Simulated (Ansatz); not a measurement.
Mulliken charges of FH4SiSn, SMILES `[F][SnH][SiH3]` radical from r2SCAN/def2-TZVPP in Ansatz (PBE0-D4/def2-TZVP geometry).

```tsv
atom	x (Å)	y (Å)	z (Å)	charge (e)
F1	-1.715	-1.552	1.206	-0.492
Sn2	-0.213	-1.539	-0.022	0.660
Si3	0.610	0.926	0.055	0.102
H4	-0.967	-2.036	-1.499	-0.129
H5	1.728	1.060	-0.915	-0.052
H6	1.102	1.204	1.427	-0.047
H7	-0.484	1.868	-0.298	-0.042
```

**Question.** By hand: the dipole of these point charges (1 e Å = 4.8032 D).

**Answer.** Σ q r = (0.769, -0.085, -0.416) e Å, of length 0.878 e Å = 4.22 D.

**Question.** How does the dipole of the full density compare? (Best estimate.)

**Answer.** Computed: (0.480, 0.124, -0.288) e Å, 2.75 D; the point charges give 1.53 times that, at 18° from its direction.

Point charges leave out the atoms' own dipoles, such as those of lone pairs, and Mulliken's split depends on the basis, so the two needn't agree.
